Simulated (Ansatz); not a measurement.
Coupled-cluster diagnostics for the cluster B₅N₄⁺, Ansatz.

Geometry of the singlet (r2SCAN-D4/def2-SVP):

Cartesian coordinates in Å:
```
B -0.1832 -1.3876 -1.0980
B 0.2765 0.7468 -1.5199
B -0.1710 -0.0401 1.9347
B -0.3958 -1.4907 1.1812
B 0.2926 1.6829 0.4970
N -0.4195 -2.0899 0.0488
N 0.4361 1.8577 -0.7939
N 0.0737 -0.4808 -2.0087
N 0.0906 1.2018 1.7588
```

Correlated methods freeze 9 core orbitals. The structure comes from a short search, and lower isomers may exist.

Question: Estimate the CCSD(T) correlation energy, the shares of MP2 and (T), T1 and the reference's ⟨S²⟩ for: charge 1, singlet, own geometry in def2-SVP; and the rough time on 4 threads of Intel Xeon 6975P-C on a shared host.

Answer: 
| state | basis | correlation (eV) | MP2 share (%) | (T) share (%) | T1 | ⟨S²⟩ (pure) | wall time | remarks |
| --- | --- | --- | --- | --- | --- | --- | --- | --- |
| charge 1, singlet, own geometry | def2-SVP | -27.908 | 93.2 | 4.7 | 0.022 | 0.00 (0.00) | 4.1 s | large T1 (0.022) |
Customary marks for T1 are 0.02 (closed shells), 0.045 (open shells) and about 0.05 (3d metals). T1 exceeds 0.02 in 1 of 1 rows and 0.045 in 0; the higher it lies, the less the single-reference result can be trusted.
